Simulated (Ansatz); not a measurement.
Basis-set extrapolation for AlClFHO (`[OH][Al]([F])[Cl]`) (PBE0-D4/def2-TZVP geometry, frozen core, Ansatz). Multiplicity 1, RHF reference.

```
                     cc-pV(T+d)Z  cc-pV(Q+d)Z
                 HF  -876.625622  -876.649579
    MP2 correlation    -0.753559    -0.822457
CCSD(T) correlation    -0.796928    -0.865642
```

Energies in hartree. Use E(X) = E(∞) + A·exp(−5.46·√X) for Hartree–Fock and E(X) = E(∞) + B·X^(−3.05) for correlation, with X = 3 and 4.

What is the CCSD(T) energy at the basis-set limit?

HF limit: -876.649579 + (-0.023957) × 0.30130 = -876.65680. Correlation limit: -0.865642 + (-0.068714) × 0.71189 = -0.91456. Total: -877.57136 hartree, 93.4 kcal/mol below CCSD(T)/cc-pV(T+d)Z.
